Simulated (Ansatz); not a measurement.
Geometry optimisation, DFT PBE-D3(BJ), scalar-relativistic, plane waves, PAW in Ansatz.

input.yaml

```yaml
crystal:
  lattice:
    - [5.727565, 0.0, 0.0]
    - [0.0, 5.727565, 0.0]
    - [0.0, 0.0, 18.075]
  atoms:
    - { symbol: Al, position: [0.25, 0.25, 0.055325] }
    - { symbol: Al, position: [0.75, 0.25, 0.055325] }
    - { symbol: Al, position: [0.25, 0.75, 0.055325] }
    - { symbol: Al, position: [0.75, 0.75, 0.055325] }
    - { symbol: Al, position: [0.0, 0.0, 0.1673582] }
    - { symbol: Al, position: [0.5, 0.0, 0.1673582] }
    - { symbol: Al, position: [0.0, 0.5, 0.1673582] }
    - { symbol: Al, position: [0.5, 0.5, 0.1673582] }
    - { symbol: Al, position: [0.25, 0.25, 0.2793914] }
    - { symbol: Al, position: [0.75, 0.25, 0.2793914] }
    - { symbol: Al, position: [0.25, 0.75, 0.2793914] }
    - { symbol: Al, position: [0.75, 0.75, 0.2793914] }
    - { symbol: Al, position: [0.0, 0.0, 0.3914246] }
    - { symbol: Al, position: [0.5, 0.0, 0.3914246] }
    - { symbol: Al, position: [0.0, 0.5, 0.3914246] }
    - { symbol: Al, position: [0.5, 0.5, 0.3914246] }
    - { symbol: C, position: [0.7444735, 0.7566236, 0.4157676] }
    - { symbol: H, position: [0.7392512, 0.763619, 0.4766252] }
basis:
  ecutwfc: 420.0
kpoints:
  mp_grid: { grid: [4, 4, 1] }
hamiltonian:
  xc: pbe
  dispersion: d3bj
scf:
  occupations: { method: fermi_dirac, width: 0.15 }
  lower_state_search: "off"
relax:
  f_tol: 0.03
  max_steps: 60
  adjacent_minimum: "off"
  constraints: [{ sites: [0, 1, 2, 3] }]
```

Run as:

```bash
$ ansatz run input.yaml --threads 2 --pin off --max-ram 5120MiB --backend cpu --events-out ev --progress --plain --runs-dir out
```

**Question.** Where does it end, and by what steps?

**Answer.** The forces met the threshold. Limits of this set-up: coarse k mesh, thin slab, slab without dipole correction, odd electron count without spin, a typed lattice constant that wasn't relaxed here. After 5 steps the energy has fallen by 0.494 eV; H18 moved furthest, 0.44 Å.

```
step  energy less start (eV)  largest force component (eV/Å)  accepted
   0                  0.0000                           1.392       yes
   1                 -0.2975                           1.090       yes
   2                 -0.4672                           0.172       yes
   3                 -0.4909                           0.042       yes
   4                 -0.4935                           0.036       yes
   5                 -0.4936                           0.007       yes
```

```xyz
18
Lattice="5.7276 0.0000 0.0000 0.0000 5.7276 0.0000 0.0000 0.0000 18.0750" Properties=species:S:1:pos:R:3
Al 1.432 1.432 1.000
Al 4.296 1.432 1.000
Al 1.432 4.296 1.000
Al 4.296 4.296 1.000
Al -0.001 0.000 3.033
Al 2.864 0.000 3.032
Al -0.001 2.865 3.033
Al 2.864 2.865 3.033
Al 1.431 1.433 4.956
Al 4.295 1.433 5.072
Al 1.431 4.297 5.072
Al 4.294 4.297 4.938
Al -0.034 -0.030 7.092
Al 2.894 -0.030 7.092
Al -0.034 2.898 7.092
Al 2.894 2.898 7.092
C 4.293 4.298 7.938
H 4.293 4.299 9.044
```

Whether the end is a true minimum wasn't checked by a vibrational analysis.

Time of the run: 61 s on 2 threads of Intel(R) Xeon(R) Platinum 8259CL CPU @ 2.50GHz (Skylake/Cascade Lake) (shared host), peak memory 0.83 GiB.
